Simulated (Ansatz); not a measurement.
`O[Si](O)(F)[SiH3]` + `[F][Sc]([F])[Cl]` → `O[Si](F)([SiH3])Cl` + `[OH][Sc]([F])[F]`  (redistribution)

Gas-phase electronic energies from Ansatz, PBE0-D4/def2-TZVP geometries. CCSD(T)/CBS is the MP2 limit (def2-TZVPP, def2-QZVPP) plus CCSD(T) − MP2 in def2-TZVPP, frozen cores. Functionals use def2-TZVPP. B3LYP here is the variant with VWN-RPA as its local correlation; programs differ in this. For Sc outer-core shells are correlated without core-valence functions, which leaves a few kJ/mol of doubt a bond. Scalar relativity is left out up to krypton. Each species was taken in one conformer, which may not be the lowest.

CCSD(T)/CBS gives +0.48 eV.

Problem. Another level gave +0.55 eV. Which?
A. HF/def2-TZVPP
B. r2SCAN0/def2-TZVPP
C. LC-ωPBE/def2-TZVPP
D. B3LYP/def2-TZVPP

Solution. B. r2SCAN0 0.55, LC-ωPBE 0.46, HF/def2-TZVPP 0.69, B3LYP 0.51 eV.

Largest T1 diagnostic among the species: 0.017.

Leaving LDA and LC-ωPBE aside and taking each functional with its dispersion term where it has one, the values, not all of them listed here, spread over 0.14 eV, from revPBE-D4 to B97M-V. From PBE to PBE0 (25 % exact exchange), in def2-TZVPP and without D4, ΔE moves by +0.06 eV.
